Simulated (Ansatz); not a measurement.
## Worked example: BH(CH3)(NH2) + TaN4H7 → BH2(NH2) + CH9N4Ta

Gas-phase species: BH(CH3)(NH2), singlet; TaN4H7 `[NH]=[Ta]([NH2])([NH2])[NH2]`, singlet; BH2(NH2), singlet; CH9N4Ta `C[N]=[Ta]([NH2])([NH2])[NH2]`, singlet. The partners trade CH3 for H: B–CH3 and N–H bonds give way to B–H and N–CH3.

Shapes, held fixed at every level: PBE0-D4/def2-TZVP. Flexible molecules stand in one conformer, not always the lowest. Programs: Ansatz 0.2.0. Electronic energies: no zero-point or thermal term.

At CCSD(T)/def2-TZVPP; 1 Eh = 2625.50 kJ/mol:

| species | energy (Eh) |
| --- | --- |
| BH(CH3)(NH2) | -121.148095 |
| TaN4H7 | -279.842478 |
| BH2(NH2) | -81.891559 |
| CH9N4Ta | -319.076353 |

**Question.** Work out ΔE of the reaction at this level.

**Answer.** 
1. Products less reactants: (-81.891559) + (-319.076353) − [(-121.148095) + (-279.842478)] = 0.022661 Eh = +59.5 kJ/mol.

Other levels give +55.3 (MP2/def2-TZVPP) to +61.7 kJ/mol (HF/def2-TZVPP). No measured value is set beside it here. For atoms past krypton def2 sets carry core potentials with scalar relativity. Outer-core shells of Ta are correlated, in sets that cover them unevenly.
